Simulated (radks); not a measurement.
Question: Species: the ytterbium ion Yb51+. Configuration: [Ar] 3d1. Method: Dirac Kohn-Sham, exchange-only PBE, spin-unpolarised, spherical densities, finite nucleus; open shells fill j = l - 1/2 first; Fermi nuclear charge, rms radius 5.3108 fm; computed with a radial shooting solver on a logarithmic mesh with Libxc functionals.

Spin-orbit splittings of the eigenvalues, e(l+1/2) - e(l-1/2), with zeta = 2 splitting/(2l+1) and mean radii in bohr:

| shell | occ. | splitting (eV) | zeta (eV) | <r> j=l-1/2 | <r> j=l+1/2 |
|---|---|---|---|---|---|
| 2p | 6 | 1063 | 708.5 | 0.06815 | 0.07544 |
| 3p | 6 | 266.5 | 177.7 | 0.1909 | 0.2023 |
| 3d | 1 | ? | ? | 0.1743 | 0.1778 |

Estimate the 3d splitting.

Answer: 62.42 eV (zeta = 24.97 eV).
